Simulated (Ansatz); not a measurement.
System: sum formula HBO$_{2}$Cl, net charge 0, doublet state. It need not be the lowest isomer of its formula. SMILES: [O]B(O)Cl
Structure (B3LYP-D3(BJ)/def2-TZVP (Ansatz, a program for electronic structure) minimum search):
```xyz
5

B      0.1109    -0.4929     0.1111
Cl    -0.2119     1.2279    -0.2560
O      1.3710    -0.6607     0.5449
O     -0.7843    -1.4896    -0.0267
H     -1.6466    -1.2079    -0.3490
```
Charge 0, spin multiplicity 2.

Computed values are from Ansatz. Cores are frozen in the correlated levels unless marked. Open shells are spin-unrestricted. No spin-orbit coupling. No relativistic terms. CBS(X,Y): correlation extrapolated as X^-3; Hartree-Fock from the larger set. The bracket is a focal-point correction in the basis named.

### Question
What is the atomisation energy De at RI-MP2/CBS(aug-cc-pV(T+d)Z,aug-cc-pV(Q+d)Z)+[CCSD(T)-MP2]/aug-cc-pV(T+d)Z?

### Answer
473.5 kcal/mol.

### Question
What is the dipole moment at CCSD(T)/aug-cc-pV(D+d)Z?

### Answer
2.10 D.

### Question
What is the T1 diagnostic at CCSD/aug-cc-pV(T+d)Z?

### Answer
0.018.

### Question
What is the total energy at RI-MP2/CBS(aug-cc-pV(T+d)Z,aug-cc-pV(Q+d)Z)+[CCSD(T)-MP2]/aug-cc-pV(T+d)Z?

### Answer
-635.5770 Eh.
